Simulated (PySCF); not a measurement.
Species: C₇H₁₀F (doublet state).
Cartesian coordinates in Å at the GFN2-xTB level; atoms count from 1:
```
atom  x, y, z in Å
C1    -0.6228    1.8211   -0.4951
C2    -0.7107    0.3805   -0.7042
C3    -1.9929   -0.3158   -0.1612
C4    -1.1697   -1.0228    0.9221
F5    -1.2613   -2.3991    0.9163
C6     0.0826   -0.4611    0.3110
C7     1.3681   -0.6503    0.5335
C8     2.4690    0.0150   -0.2201
H9    -0.1002    2.4541   -1.1846
H10   -0.9793    2.2513    0.4212
H11   -0.4678    0.1160   -1.7355
H12   -2.7610    0.3581    0.2086
H13   -2.4261   -1.0175   -0.8688
H14   -1.3704   -0.7123    1.9535
H15    1.6699   -1.3472    1.3064
H16    2.0707    0.7285   -0.9356
H17    3.0630   -0.7292   -0.7496
H18    3.1302    0.5369    0.4704
```

The hyperfine couplings belong to this conformer and change with its torsions.

Identity: `[CH2][C@@H]1C[C@@H](F)/C1=C/C` [radical].

Computed, not measured: PySCF 2.14.0, UKS B3LYP, pcH-1 on C F H, non-relativistic, mean-field spin-orbit, GIAO. The structure is a single GFN2-xTB conformer in the gas phase; no vibrational or solvent corrections. Couplings are sensitive to structure, and on GFN2-xTB geometries they can be far from those on DFT ones. The SCF solution wasn't tested for stability.

**Question.** The isotropic 13C couplings are +88.8, +79.2, +48.8, -34.7, -3.4 MHz. Assign them to C1; C2; C3; C4; C6.

**Answer.** 
```csv
site,a_iso (MHz),ρ(0) (bohr⁻³),position,distance from C1 (Å),spin population,largest |T| (MHz)
C1,+88.8,+0.0790,largest spin population,0.00,+1.06,158.4
C2,-34.7,-0.0309,1 bond from C1,1.46,-0.09,2.6
C3,+48.8,+0.0434,2 bonds from C1,2.56,+0.04,8.7
C4,-3.4,-0.0030,3 bonds from C1,3.22,0.00,1.0
C6,+79.2,+0.0705,2 bonds from C1,2.52,+0.06,16.3
```

ρ(0) is the spin density at the nucleus and T the dipolar tensor; entries for several nuclei are means. The Mulliken spin populations are largest on C1 (+1.06) and C2 (-0.09). No atom but C1 exceeds +0.15. The positive populations add up to 1.18 and the negative ones to -0.18, together 2S = 1. The angles at C1 add up to 359.6°, so it is planar; its axial dipolar tensor and the negative couplings of its protons fit spin in a p orbital normal to that plane.

Examples of negative spin density at the nucleus (bohr⁻³): C2 (-0.0309), H9/H10 (-0.0137) and C4 (-0.0030).

Nuclei that the bonding pattern makes equivalent are averaged, as if the motion that swaps them (rotation, inversion, ring flip) were fast.
